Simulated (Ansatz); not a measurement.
C$_{2}$H$_{7}$InN, SMILES `[CH2][N](C)[InH2]` radical, one more setting.

```yaml
crystal:
  periodic: [false, false, false]
  atoms:
    - {symbol: C, position_ang: [-0.559628, 1.330107, 0.171593]}
    - {symbol: N, position_ang: [0.002780, 0.202686, 0.104183]}
    - {symbol: C, position_ang: [0.025935, -0.658639, 1.264049]}
    - {symbol: In, position_ang: [1.126125, -0.513548, -1.865163]}
    - {symbol: H, position_ang: [-0.577119, 1.964675, -0.711372]}
    - {symbol: H, position_ang: [-1.029174, 1.689848, 1.091393]}
    - {symbol: H, position_ang: [-0.437486, -1.611730, 1.001607]}
    - {symbol: H, position_ang: [1.063939, -0.866004, 1.531945]}
    - {symbol: H, position_ang: [-0.493280, -0.217278, 2.120492]}
    - {symbol: H, position_ang: [0.463099, 0.799418, -2.831547]}
    - {symbol: H, position_ang: [0.414799, -2.119523, -1.877189]}
basis:
  gaussian: {orbitals: def2-TZVP}
magnetization: {spin_polarized: true, initial_magnetization: 1}
hamiltonian: {xc: {name: wB97M-V}}
output: {forces: true}
```

```sh
$ ansatz run in.yaml --threads 2 --pin off --events-out ev --progress --plain --max-ram 32768MiB --backend cpu
```

Shortened log:

```
Functional definition: wB97M-V
1247 factors; their error is unknown
342 factors; integrals over basis functions are off by at most 1.2e-5 eV
mean field evaluation 1: about -8837.9608 eV, gradient 4.0e1 eV
mean field evaluation 2: about -8821.8627 eV, gradient 7.0e1 eV
mean field evaluation 4: about -8847.3635 eV, gradient 5.9e0 eV
mean field evaluation 8: about -8848.0321 eV, gradient 4.6e-1 eV
mean field evaluation 16: about -8848.0579 eV, gradient 7.2e-3 eV
mean field -8848.05793708 eV, -325.1601317585 hartree, gradient 3.3e-5 eV, S^2 0.752094; 0 other end points of the search recorded, 0 dependent functions left out
reference -8848.05800578 eV, -325.1601342834 hartree; 24, 23 occupied and 161, 162 virtual orbitals, 1247 factors
Total energy: -8848.05800578 eV, -325.1601342834 hartree
Atom 0 at    -0.559628     1.330107     0.171593 Å, force    -0.000338     0.021131    -0.017044 eV/Å
Atom 1 at     0.002780     0.202686     0.104183 Å, force    -0.047777     0.239481    -0.151637 eV/Å
Atom 2 at     0.025935    -0.658639     1.264049 Å, force     0.009786    -0.221388     0.260301 eV/Å
Atom 3 at     1.126125    -0.513548    -1.865163 Å, force     0.013996    -0.028108    -0.082173 eV/Å
Atom 4 at    -0.577119     1.964675    -0.711372 Å, force     0.011638    -0.042251     0.056560 eV/Å
Atom 5 at    -1.029174     1.689848     1.091393 Å, force     0.019351    -0.046121    -0.056381 eV/Å
Atom 6 at    -0.437486    -1.611730     1.001607 Å, force     0.023240     0.066604     0.015240 eV/Å
Atom 7 at     1.063939    -0.866004     1.531945 Å, force    -0.063611     0.022639    -0.016657 eV/Å
Atom 8 at    -0.493280    -0.217278     2.120492 Å, force     0.027212    -0.022442    -0.046408 eV/Å
Atom 9 at     0.463099     0.799418    -2.831547 Å, force     0.000312    -0.062249     0.041893 eV/Å
Atom 10 at     0.414799    -2.119523    -1.877189 Å, force     0.006190     0.072705    -0.003694 eV/Å
Dipole moment:    -0.387026     0.369043     0.890418 e Å
```

Hardware: 2 threads of a server CPU on a shared host. Wall time 120 s, peak host memory 0.85 GiB.
